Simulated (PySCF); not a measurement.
Simulated absorption spectrum

Compound: SnCl2(SiMe3)2, C6H18Cl2Si2Sn.
Geometry (PBE0-D3(BJ)/def2-SVP, Å), atoms numbered from 1 in this order:
```
atom  x, y, z in Å
Sn1    0.533   -0.062    0.372
Cl2    0.793   -0.291    2.751
Cl3    2.780   -0.090   -0.483
Si4    0.086    2.467    0.143
C5     1.522    3.227    1.080
C6     0.147    2.902   -1.684
C7    -1.564    2.895    0.935
H8     1.468    4.328    1.045
H9     2.478    2.906    0.638
H10    1.508    2.906    2.132
H11    1.091    2.545   -2.125
H12   -0.689    2.453   -2.242
H13    0.098    3.995   -1.820
H14   -2.408    2.429    0.405
H15   -1.582    2.556    1.982
H16   -1.718    3.987    0.927
Si17  -0.222   -2.457   -0.207
C18   -0.445   -2.613   -2.066
C19    1.199   -3.513    0.414
C20   -1.806   -2.809    0.740
H21   -0.682   -3.656   -2.336
H22    0.480   -2.328   -2.591
H23   -1.263   -1.974   -2.434
H24    2.138   -3.228   -0.083
H25    1.331   -3.374    1.498
H26    1.003   -4.580    0.218
H27   -1.661   -2.597    1.811
H28   -2.645   -2.195    0.377
H29   -2.091   -3.869    0.635
```

Computed, not measured: TDDFT CAM-B3LYP/def2-SVPD, vertical, gas phase, core orbitals frozen in the response, def2 core potentials past Kr in PySCF. Spin–orbit coupling is left out.

Each state is given a Gaussian of 0.25 eV full width at half maximum, with ε(max) = 2.175×10⁸ f / Δν̃ (Δν̃ the width in cm⁻¹). The width is an assumption, not a result. The curve ends short of the highest state used, and states not computed would add to its high-energy end.

E (eV), ε (L mol⁻¹ cm⁻¹) and a bar:
```
     4.53          3 
     4.60         24 
     4.68        151 
     4.75        477 
     4.83       1044 
     4.91       1301 
     4.98       1002 
     5.06        462 
     5.14        148 
     5.21         49 
     5.29         13 
     5.37          2 
     5.44          0 
     5.52          0 
     5.60          0 
     5.67          6 
     5.75        133 
     5.83       1580 
     5.90       8634 ##
     5.98      35413 ##########
     6.05      76804 #####################
     6.13     110515 ##############################
     6.21      92307 #########################
     6.28      51345 ##############
```

Question: Where are the band maxima, and which computed states make them?

Answer: 253 nm (4.90 eV), ε about 1300, made up of S1 (99%); 202 nm (6.14 eV), ε about 110000, made up of S3 (95%) (ε in L mol⁻¹ cm⁻¹; maxima over ε = 5, shares over 10%). The states used: S1 4.90 eV (f 0.012); S2 5.11 eV (f 0.0004); S3 6.14 eV (f 0.982); S4 6.24 eV (f 0.076); S5 6.29 eV (f 0.0035); S6 6.55 eV (f 0.0000); S7 6.60 eV (f 0.0014); S8 6.66 eV (f 0.111); S9 6.85 eV (f 0.051); S10 6.88 eV (f 0.174).

Question: On this curve, what absorbance would a 10⁻⁴ mol/L sample give at 266 nm over a 1 cm path?

Answer: 266 nm is 4.661 eV, where ε is about 100 L mol⁻¹ cm⁻¹, so A = ε c l ≈ 0.01 (Beer–Lambert, with the gas-phase spectrum and the assumed width).

Question: Coming from long wavelengths, where does ε first pass 100 L mol⁻¹ cm⁻¹?

Answer: At about 266 nm (4.66 eV), 0.24 eV below S1.

Question: What would ε be at 6.14 eV, the highest of these maxima, with half the width (0.125 eV)?

Answer: About 214000 L mol⁻¹ cm⁻¹ against 111000, a factor of about 1.9; a lone state at its own centre would give exactly 2.
